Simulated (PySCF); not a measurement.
F₃HOZr, SMILES [F][Zr]([F])([F])[OH], multiplicity 1.

Geometry: B3LYP-D3(BJ)/def2-SVP. The spin state was assumed, not searched. The def2 effective core potentials stand for the cores of Zr; spin–orbit coupling is left out. The values are those of a single conformer.

The numbers are results of PySCF with PBE0/def2-TZVP, not measurements.

Symmetry labels are those of the subgroup Cs that the program uses (full group C3v).

Computed valence orbital energies around the gap with their symmetry:
| orbital | symmetry | energy (eV) |
|---|---|---|
| HOMO−7 | A' | -12.45 |
| HOMO−6 | A" | -12.45 |
| HOMO−5 | A' | -11.87 |
| HOMO−4 | A" | -11.68 |
| HOMO−3 | A' | -11.68 |
| HOMO−2 | A" | -11.66 |
| HOMO−1 | A" | -10.26 |
| HOMO | A' | -10.26 |
| LUMO | A' | -0.79 |
| LUMO+1 | A" | -0.79 |
| LUMO+2 | A' | -0.56 |
| LUMO+3 | A' | -0.16 |
